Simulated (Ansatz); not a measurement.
Job for Ansatz (a program for electronic structure): U-CCSD(T)/cc-pVTZ on GaH3Se (SMILES [GaH2][SeH]), a point of a bond scan (R = 3.591 Å). The run froze 28 orbitals, filled d shells among them.

Ansatz 0.2 input:
```yaml
crystal:
  periodic: [false, false, false]
  atoms:
    - {symbol: Ga, position_ang: [0.27485932, 0.01121965, -1.15295017]}
    - {symbol: H, position_ang: [-2.20595638, -1.33942692, -3.37007462]}
    - {symbol: H, position_ang: [1.66169621, 0.60371444, -1.55587958]}
    - {symbol: Se, position_ang: [-0.30399105, -0.02839877, 1.11359069]}
    - {symbol: H, position_ang: [0.95711690, 0.59005271, 1.55216865]}
basis:
  gaussian:
    orbitals: cc-pVTZ
correlation: {method: ccsd_t, electrons: outside_noble_gas}
scf: {omitted_lower_state_checks: [cluster_reference]}
magnetization: {spin_polarized: true, initial_magnetization: 0}
```

The log:

```
WARN ansatz: RAYON_NUM_THREADS=1 ignored (pool sized by the plan → 1); use --threads N
Functional definition: HF
these checks for a lower state are left out or cut short: cluster_reference
integrals: 0.36 GiB planned
782 factors; integrals over basis functions are off by at most 1.4e-3 eV
mean field: 0.59 GiB planned
mean field evaluation 1: about -117680.5271 eV, gradient 1.3e1 eV
mean field evaluation 2: about -117680.5282 eV, gradient 1.3e1 eV
mean field evaluation 4: about -117682.8184 eV, gradient 1.8e0 eV
mean field evaluation 8: about -117682.8603 eV, gradient 2.6e-4 eV
mean field evaluation 16: about -117682.8603 eV, gradient 1.1e-4 eV
mean field evaluation 32: about -117684.8910 eV, gradient 4.6e0 eV
mean field evaluation 64: about -117682.4175 eV, gradient 1.9e0 eV
mean field -117685.09871039 eV, -4324.8476077818 hartree, gradient 3.4e-6 eV, S^2 0.970675; 6 other end points of the search recorded, 0 dependent functions left out
28 core orbitals not correlated
reference -117685.09871039 eV, -4324.8476077818 hartree; 6, 6 occupied and 94, 94 virtual orbitals, 782 factors
second order -5.80393519 eV of doubles, -0.00000000 eV of singles
coupled cluster: 0.56 GiB planned
cycle   1  -6.34950408 eV  change   -5.5e-1 eV  update   6.5e-2
cycle   2  -6.57106523 eV  change   -2.2e-1 eV  update   2.5e-2
cycle   3  -6.60059622 eV  change   -3.0e-2 eV  update   1.2e-2
cycle   4  -6.59927255 eV  change    1.3e-3 eV  update   6.5e-3
cycle   5  -6.59993876 eV  change   -6.7e-4 eV  update   4.6e-3
cycle   6  -6.60169242 eV  change   -1.8e-3 eV  update   3.9e-3
cycle   7  -6.60525268 eV  change   -3.6e-3 eV  update   3.5e-3
cycle   8  -6.60989977 eV  change   -4.6e-3 eV  update   2.8e-3
cycle   9  -6.61322020 eV  change   -3.3e-3 eV  update   1.9e-3
cycle  10  -6.61506526 eV  change   -1.8e-3 eV  update   9.8e-4
cycle  11  -6.61578613 eV  change   -7.2e-4 eV  update   4.8e-4
cycle  12  -6.61580187 eV  change   -1.6e-5 eV  update   1.9e-4
cycle  13  -6.61573900 eV  change    6.3e-5 eV  update   8.4e-5
cycle  14  -6.61569521 eV  change    4.4e-5 eV  update   4.0e-5
cycle  15  -6.61569427 eV  change    9.4e-7 eV  update   2.0e-5
cycle  16  -6.61569942 eV  change   -5.1e-6 eV  update   1.1e-5
coupled cluster: 0.56 GiB planned
perturbative correction -0.27657192 eV, -0.0101638305 hartree
Total energy: -117691.99098172 eV, -4325.1008940816 hartree
Checks for a lower state left out: cluster_reference
```

The calculation finished and met its thresholds. Its determinant has ⟨S²⟩ = 0.97, a mixture of spin states.

Cost: around 22 core-seconds (rough).
